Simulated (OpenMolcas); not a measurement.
## Re: effect of the active space

* Program: OpenMolcas 26.06
* Method: CASSCF
* Basis: ANO-RCC-VQZP
* Scalar Hamiltonian: DKH2, point nucleus
* Spin-orbit coupling: RASSI with atomic mean-field integrals over the reference wave functions, term energies averaged over their components

A. 7 electrons in 6 orbitals (5d 6s); 2S+1 = 6 even, 6 roots; 2S+1 = 4 even, 59 roots kept (CI in the orbitals of an earlier block); 2S+1 = 2 even, 53 roots kept (CI in the orbitals of an earlier block); cost of the order of 60 core-seconds
B. 7 electrons in 11 orbitals (5d 6s 6d); 2S+1 = 6 even, 6 roots; 2S+1 = 4 even, 17 roots kept (CI in the orbitals of an earlier block); cost of the order of 23 core-minutes

Energies in cm⁻¹ above 5d⁵ 6s² ⁶S_5/2, the measured ground level; measured values from NIST Handbook of Basic Atomic Spectroscopic Data.

```json
{"Level": "5d⁵ 6s² ⁶S_5/2", "A": "0.0", "B": "0.0", "Measured": "0.0"}
{"Level": "5d⁶ 6s ⁶D_9/2", "A": "7665", "B": "9465", "Measured": "11755"}
{"Level": "5d⁶ 6s ⁶D_7/2", "A": "10347", "B": "11514", "Measured": "14217"}
{"Level": "5d⁶ 6s ⁶D_5/2", "A": "11454", "B": "12641", "Measured": "15770"}
{"Level": "5d⁶ 6s ⁶D_3/2", "A": "12485", "B": "13199", "Measured": "16328"}
{"Level": "5d⁶ 6s ⁶D_1/2", "A": "13108", "B": "13860", "Measured": "17238"}
```

Deviations, from unrounded energies. A percentage is the sum of absolute deviations over the sum of measured energies, with the sign that they share, or ± where signs differ.

```json
{"Against measurement": "mean absolute deviation (cm-1)", "Levels": "5", "A": "4000", "B": "2900"}
{"Against measurement": "other configurations (%)", "Levels": "5", "A": "-26.9", "B": "-19.4"}
```

B lies closest to measurement on these levels. The largest miss of B in the table is 5d⁶ 6s ⁶D_1/2, by -3400 cm-1. The ranking rests on the paired levels alone, and a cruder setting can come out closer through cancelling errors.

The spin-orbit steps hold different terms of 5d⁵ 6s² (B lacks among others ²D, ²F, ²G, ²H, ²I), which shifts levels as well.

Between A and B the level of the table that moves most is 5d⁶ 6s ⁶D_9/2, by 1800 cm-1 (lowest in A, highest in B).

Without dynamic correlation excited terms often stand tens of per cent too high (terms of higher spin than the ground term too low), and those without a measured partner can miss by more than the paired ones. Configurations are named by rounded mean occupations; where the s occupation lies near a half they are strongly mixed, a name can repeat and a true partner stay unpaired (holds for A). A single d shell beside an s shell can misplace configurations of different d count against each other (holds for A). Active for correlation alone: 6d; no level in the range computed is led by a configuration that fills it, so any true level of that kind is missing (holds for B). Computed and measured levels are paired by configuration, term and J; levels that our copy of the source lacks, or whose pairing is in doubt (as where it misses far off the trend of its configuration), stay unpaired and out of the deviations. Levels of configurations outside the active space are missing. The table leaves out levels that lie high or whose names do not pair safely across all columns.
